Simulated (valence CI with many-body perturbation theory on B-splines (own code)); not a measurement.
A CI+MBPT run for Tl41+

Computed by configuration interaction combined with many-body perturbation theory (CI+MBPT): four valence electrons over a frozen Dirac-Fock core [Kr], a basis of 7 s, 7 p, 8 d, 6 f, 4 g, 1 h functions for each j, with the one-electron correlation potential Σ1 (screened to all orders), the two-electron term Σ2, the three-electron term Σ3, Breit, model QED; selected single and double excitations, second order for the rest, scaled by the run's own slope (own B-spline code, finite nucleus).

Command, and the settings that its task file holds:

```sh
python run_cv.py task.json out
```

```
atom Tl  Z=81  mass_number=205  rms_radius_fm=5.4759
core [Kr]
valence 4d4
avg = 1
basis = M
beyond = 1
breit = 1
cap = 32000
capref = 2200
cscale = 1
de = 0.0
dress = 0
eps = 2e-08
extrap = 1
h = 0.27
hh = 1
l2 = 3
lcore = 6
maxit = 60
n2 = 5
natural = 1
nlev = 190
nno = [4, 4, 5, 4, 3, 1]
nroot = 40
nsp = [3, 3, 3, 2, 1, 0]
pt2 = 1
qed = 1
rpa = 1
s1 = 1
s2 = 1
s3 = 1
screen = 1
tol = 2e-05
whole = 1
```

(1) Roughly how long does this run take on one core of Intel(R) Xeon(R) Processor @ 2.30GHz, and how much memory?

Log. The first blocks belong to the next ion, which gives the ionisation energy. Fields: 2J, parity (1 odd), roots, reference size, generating configurations, candidates as configurations/state functions, variational space P, stored matrix elements, Davidson steps; e2 is the range of second-order energies in hartree. The first line gives the box (bohr), its intervals, the orbitals and the steps of their self-consistent field. Window is the range of levels sought, series limit the energy at which the first omitted orbital would enter, core excitation an estimate of the first excitation out of the core, left out the lowest levels not solved, and shifts from estimates the range by which levels moved from their first estimate, all in cm⁻¹.

```
rmax 3.6 intervals 57 orbitals 59 references ['4d4', '4d3 4f', '4d2 4f2', '4d3 5s', '4d3 5p'] scf 4 t 1.4
2J=3 par=0 roots 2 ref 38 generators 4 cand 2485/6292 P 902/2242 nnz 0 it 5
2J=3 par=0 roots 2 ref 38 generators 8 cand 3069/7706 P 1231/3162 nnz 2.5e+06 it 4
   second order: generators 10 cand 3476/8656 e2 -0.00001 -0.00001
reference levels 1561, estimated 240, window 2377172 1/cm; series limit 10388288, core excitation 1485732
2J=0 par=0 roots 5 ref 38 generators 9 cand 6700/16663 P 2119/4241 nnz 3e+06 it 4
2J=0 par=0 roots 5 ref 38 generators 11 cand 5862/14958 P 2723/6004 nnz 4.4e+06 it 5
   second order: generators 14 cand 7461/19561 e2 -0.00003 -0.00001
2J=2 par=0 roots 4 ref 76 generators 7 cand 7716/50713 P 1217/6392 nnz 9.4e+06 it 5
2J=2 par=0 roots 4 ref 76 generators 10 cand 6967/46896 P 2215/11647 nnz 2.4e+07 it 5
   second order: generators 11 cand 7471/52311 e2 -0.00005 -0.00002
2J=8 par=0 roots 7 ref 120 generators 10 cand 7918/91350 P 797/6396 nnz 9.6e+06 it 4
2J=8 par=0 roots 7 ref 120 generators 12 cand 7433/87572 P 2330/18612 nnz 6.4e+07 it 5
   second order: generators 15 cand 7472/99313 e2 -0.00006 -0.00003
2J=4 par=0 roots 8 ref 121 generators 11 cand 7957/76887 P 873/6393 nnz 9.2e+06 it 5
2J=4 par=0 roots 8 ref 121 generators 12 cand 7416/73102 P 2473/18082 nnz 5.5e+07 it 8
   second order: generators 15 cand 7374/78230 e2 -0.00006 -0.00002
2J=6 par=0 roots 6 ref 120 generators 7 cand 7933/89963 P 749/6393 nnz 1e+07 it 4
2J=6 par=0 roots 6 ref 120 generators 10 cand 7485/86173 P 2229/18453 nnz 6.4e+07 it 5
   second order: generators 12 cand 7577/95540 e2 -0.00006 -0.00003
2J=10 par=0 roots 2 ref 86 generators 3 cand 6137/69599 P 827/6396 nnz 1.1e+07 it 4
2J=10 par=0 roots 2 ref 86 generators 7 cand 7225/77873 P 1783/13372 nnz 3.9e+07 it 5
   second order: generators 8 cand 6269/70897 e2 -0.00005 -0.00004
2J=12 par=0 roots 2 ref 66 generators 2 cand 1772/9393 P 1091/6395 nnz 1.1e+07 it 4
2J=12 par=0 roots 2 ref 66 generators 7 cand 6642/62399 P 1837/10647 nnz 2.5e+07 it 5
   second order: generators 9 cand 7468/80280 e2 -0.00004 -0.00004
2J=8 par=1 roots 15 ref 144 generators 8 cand 5552/63441 P 567/6399 nnz 6.6e+06 it 8
2J=8 par=1 roots 15 ref 144 generators 13 cand 7604/87368 P 2935/31991 nnz 1.3e+08 it 9
   second order: generators 19 cand 11286/165476 e2 -0.00035 -0.00008
2J=4 par=1 roots 14 ref 140 generators 8 cand 5570/54313 P 651/6400 nnz 6.4e+06 it 7
...
2J=16 par=1 roots 2 ref 26 generators 5 cand 3895/23826 P 2778/15794 nnz 3.5e+07 it 4
   second order: generators 10 cand 7360/58578 e2 -0.00004 -0.00002
2J=0 par=1 roots 4 ref 35 generators 5 cand 4696/11166 P 2389/6399 nnz 5.2e+06 it 4
2J=0 par=1 roots 4 ref 35 generators 9 cand 5518/12521 P 4226/10874 nnz 1.3e+07 it 5
   second order: generators 15 cand 10729/29181 e2 -0.00002 -0.00001
2J=18 par=1 roots 1 ref 12 generators 1 cand 1337/6646 P 1195/5349 nnz 6.3e+06 it 4
2J=18 par=1 roots 1 ref 12 generators 2 cand 2550/13084 P 1536/7121 nnz 1.1e+07 it 4
   second order: generators 5 cand 4673/30748 e2 -0.00002 -0.00002
left out: unestimated 3987148, estimated 2518773, shifts from estimates -71 to 50
operators 3.2
```

The Davidson iterations converged.

The last digits are not significant, and no measured levels were compared; by estimate large intervals hold to a few tenths of a per cent, small ones and those within an open d or f shell to about a per cent. The list stops below the first excitations out of the core.

| Property | Result |
| --- | --- |
| Valence energy | -310.0966 hartree |
| Ionisation energy | 2015.3 eV (NIST: 2014 ± 4 eV (theoretical)) |
| Reference configurations for the orbitals | 4d4, 4d3 4f, 4d2 4f2, 4d3 5s, 4d3 5p |
| Radial orbitals | 59 |
| Box radius | 3.555 bohr |
| Largest variational space | 31999 |
| Lowest levels | (4d3/2^4) J=0 0, (4d3/2^3 4d5/2) J=1 205480, (4d3/2^3 4d5/2) J=4 251210, (4d3/2^3 4d5/2) J=2 258050, (4d3/2^3 4d5/2) J=3 269890, (4d3/2^2 4d5/2^2) J=0 [a] 443020, (4d3/2^2 4d5/2^2) J=2 [a] 445250, (4d3/2^2 4d5/2^2) J=4 [a] 455480, (4d3/2^2 4d5/2^2) J=3 [a] 459800, (4d3/2^2 4d5/2^2) J=5 476790, (4d3/2^2 4d5/2^2) J=6 489840, (4d3/2^2 4d5/2^2) J=1 490490, (4d3/2^2 4d5/2^2) J=3 [b] 503230, (4d3/2^2 4d5/2^2) J=4 [b] 506730 cm⁻¹ |

Levels are named by their leading jj configuration (3d3/2^4 stands for four electrons in 3d with j = 3/2), which in mixed levels can hold well under half, so a name can repeat and another be missing. Letters in brackets count levels of one name in rising energy.

Results:

(1) 110 s on 1 thread of Intel(R) Xeon(R) Processor @ 2.30GHz, on a shared host, peak memory 1.3 GiB.
